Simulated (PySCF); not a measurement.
C4H11NSi: full NMR table

| Property | Result |
| --- | --- |
| Formula | C4H11NSi |
| SMILES | C=N[SiH2]C(C)C |
| InChI | InChI=1S/C4H11NSi/c1-4(2)6-5-3/h4H,3,6H2,1-2H3 |
| Point group of the computed structure | C1 |
| Degrees of unsaturation | 1 |
| Carbon signals | 3 |
| Proton signals | 5 |

Atoms are numbered as in `[CH2:1]=[N:2][SiH2:3][CH:4]([CH3:5])[CH3:6]`; H(Xn) means a hydrogen on atom n. Ha(C1) is cis to Si3; Hb(C1) is trans to Si3.

- GIAO PBE0/pcSseg-1 shieldings
- GFN2-xTB structure
- program: PySCF 2.14.0 with density-fitted response routines
- fast rotation and ring inversion assumed for equivalent nuclei, non-relativistic Hamiltonian, no solvent, a single conformation

Chemical shifts δ = σref − σ; 1H (σref 31.72) and 13C (σref 186.93) and 29Si (σref 349.16) vs TMS; 15N (σref 267.73) against NH3, all at this level.

| carbon | δC, type | δH (multiplicity) | HMBC from (2–3 bonds) | span of the C tensor (ppm) |
| --- | --- | --- | --- | --- |
| C1 | 171.0, CH2 | Ha(C1) 8.75 (m); Hb(C1) 8.70 (m) | H(Si3) | 203 |
| C4 | 19.9, CH | 0.94 (m) | H(Si3), H(C5)/H(C6) | 10 |
| C5/C6 | 20.6, CH3 | 1.24 (d) | H(Si3), H(C5)/H(C6), H(C4) | 32 |

Other nuclei:
| atoms | nucleus | environment | δ (ppm) | σ (ppm) |
| --- | --- | --- | --- | --- |
| H(Si3) | 1H | hydrogen on a silicon bonded to C, N | 4.88 | 26.84 |
| Si3 | 29Si | silicon bonded to C, N, 2 H | -27.8 | 376.9 |
| N2 | 15N | imine nitrogen | 427.2 | -159.5 |

Carbon types of the structure: 1 × CH, 1 × CH2, 2 × CH3, leaving 2 H on heteroatoms. δC 171.0: C=N carbon. δC 20.6: methyl carbon; aliphatic region, no heteroatom directly attached. δH 8.75, 8.70: hydrogen on a C=N carbon. δH 4.88: hydrogen on a silicon bonded to C, N. δH 0.94: hydrogen on an sp3 CH bonded to Si.

Shifts are as computed. Against solution values, carbons near 30 ppm lie about +3 ppm off and those near 130 ppm about +5 ppm. Of 1309 compounds with measured shifts, 239 miss one by over three times the rms of a fit or turn the order of signals round; such compounds aren't used in these exercises. Experimental scales use liquid or dissolved standards, which lie at an offset from isolated NH3 (liquid NH3: subtract about 20 ppm). Unscaled 15N shifts of sp2 nitrogen come out 20 to 40 ppm too high even then. Multiplicities follow the n + 1 count of equivalent neighbours, as no J values were calculated; m marks all less simple cases, F and P coupling included.
